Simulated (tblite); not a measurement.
Compound: C7H15P.
Numbering: `[CH3:1][CH:2]([CH3:3])[C@@H:4]1[PH:5][CH2:6][C@@H:7]1[CH3:8]` (hydrogens: H9, H10, H11 on C1; H12 on C2; H13, H14, H15 on C3; H16 on C4; H17 on P5; H18, H19 on C6; H20 on C7; H21, H22, H23 on C8)

Geometry (GFN2-xTB, Å), atoms numbered from 1 in this order:
```xyz
23
C7H15P angstrom
C      1.5626   -1.0224    1.2094
C      1.0947    0.2124    0.4400
C      2.2897    0.9436   -0.1662
C      0.1251   -0.1806   -0.6670
P     -0.4978    1.1642   -1.8321
C     -1.9616    0.0223   -1.5674
C     -1.3160   -0.6419   -0.3382
C     -1.8955   -0.0930    0.9562
H      0.7205   -1.5589    1.6392
H      2.0948   -1.7002    0.5451
H      2.2341   -0.7338    2.0152
H      0.5912    0.8926    1.1347
H      1.9527    1.8195   -0.7206
H      2.8246    0.2902   -0.8529
H      2.9772    1.2682    0.6117
H      0.6037   -0.9419   -1.2971
H     -0.8567    2.0448   -0.7966
H     -2.0592   -0.6628   -2.4112
H     -2.9210    0.5084   -1.3975
H     -1.4171   -1.7326   -0.3293
H     -1.3659   -0.4811    1.8228
H     -1.8433    0.9941    0.9738
H     -2.9413   -0.3842    1.0380
```

Computed with GFN2-xTB (tblite): harmonic, unscaled wavenumbers at the GFN2-xTB geometry, gas phase. Errors from tens to a few hundred cm⁻¹ against measured bands are possible. Modes of hydrogen on phosphorus can be 10 to 20 % off. One conformer, not necessarily the lowest.

Harmonic wavenumbers (cm⁻¹): 90.5, 117.7, 151.1, 198.7, 220.5, 246.3, 253.9, 295.4, 338.6, 389.6, 416.5, 465.6, 597.7, 660.7, 723.0, 746.9, 847.4, 864.9, 912.4, 923.5, 947.9, 953.7, 986.9, 995.2, 1021.7, 1050.1, 1090.0, 1130.7, 1152.2, 1171.2, 1184.5, 1197.7, 1208.8, 1252.3, 1263.4, 1312.7, 1332.2, 1347.9, 1403.8, 1411.0, 1420.3, 1442.4, 1489.6, 1494.1, 1499.2, 1501.7, 1503.6, 1508.7, 2217.3, 2890.4, 2915.5, 2937.8, 2972.3, 2991.1, 3002.4, 3017.3, 3023.9, 3024.4, 3027.4, 3028.9, 3033.6, 3039.0, 3043.0.

A = 2277, B = 1401, C = 999.8 MHz; mass 130.091 u (most abundant isotopes); point group C1, symmetry number 1.

Q: Zero-point energy?

A: ½Σν̃ = 44449 cm⁻¹ = 531.73 kJ/mol.

Q: Give the ideal-gas entropy at 298.15 K and 1 bar in the rigid-rotor, harmonic-oscillator model (classical rotation).

A: Translation 169.57, rotation 121.34, vibration 106.53: S = 397.4 J/(mol K).

Q: And Cp and H(298.15 K) − H(0)?

A: Cp = 165.46 J/(mol K), of which vibrations give 132.20 (their classical limit is 63 R = 523.8); H(298.15 K) − H(0) = 28.36 kJ/mol without the zero-point energy, 18.44 from vibrations.

Q: How do the functions run with temperature in this model?

A: 
```
 T (K)  S (J/(mol K))  Cp (J/(mol K))  H − H(0) (kJ/mol)  G − H(0) (kJ/mol)  ln q(vib)
    50          236.2            46.0               1.84              -9.97       0.13
   100          276.5            73.4               4.83             -22.82       0.83
373.15          438.7           203.5              42.20            -121.50       7.28
   500          506.6           261.9              71.82            -181.49      10.60
   750          630.0           346.5             148.62            -323.89      17.26
  1000          737.9           402.9             242.75            -495.19      23.73
```

q(vib) and H(0) count from the zero-point level.

Q: Which modes carry the vibrational entropy at 298.15 K?

A: 90.5 cm⁻¹: 15.27; 117.7 cm⁻¹: 13.13; 151.1 cm⁻¹: 11.12; 198.7 cm⁻¹: 8.98; 220.5 cm⁻¹: 8.18; 246.3 cm⁻¹: 7.35 J/(mol K); the other 57 give 42.51 together.

Hindered rotation and anharmonicity are outside this model. Other conformers, if any are populated, would add a mixing term that is left out. The structure is chiral; the term R ln 2 for an equal mix with its mirror image is left out.
